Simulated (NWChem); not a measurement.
# Excited singlets of HFSSn by symmetry

```xyz
4

Sn    -0.5010    -0.2741     0.0000
F      0.9032    -1.6369     0.0000
S      1.0551     1.6202     0.0000
H      0.0375     2.5124     0.0000
```
Charge 0, spin multiplicity 1.

Everything below was run with NWChem. The geometry was optimised at PBE0/def2-SVP with def2 effective core potentials on Sn, a minimum by its harmonic frequencies. It is one conformer; others weren't searched.

Basis set: def2-SVPD. Symmetry labels belong to the abelian group Cs used in the runs, with the axes of the coordinates shown. Entries are the lowest vertical excitation energy of each symmetry in eV (for CIS and TDDFT among the lowest few roots); a state of one symmetry need not have the same character in every method. Symmetries that some method's roots don't reach, or where a double excitation leads the EOM-CCSD root, are left out.

Effective core potentials replace the inner electrons of Sn; spin-orbit coupling is left out. The correlated methods keep 10 core orbitals frozen. B3LYP has NWChem's definition, with VWN1-RPA local correlation. The structure started from a generated list of species. Coupled-cluster values serve here as a point of comparison, not as the truth.

| method | a" | a' |
|---|---|---|
| CIS | 4.19 | 5.42 |
| TD-PBE | 3.57 | 3.88 |
| TD-B3LYP | 3.65 | 4.06 |
| TDA-LDA (SVWN5) | 3.63 | 4.01 |
| EOM-CCSD | 3.86 | 4.47 |
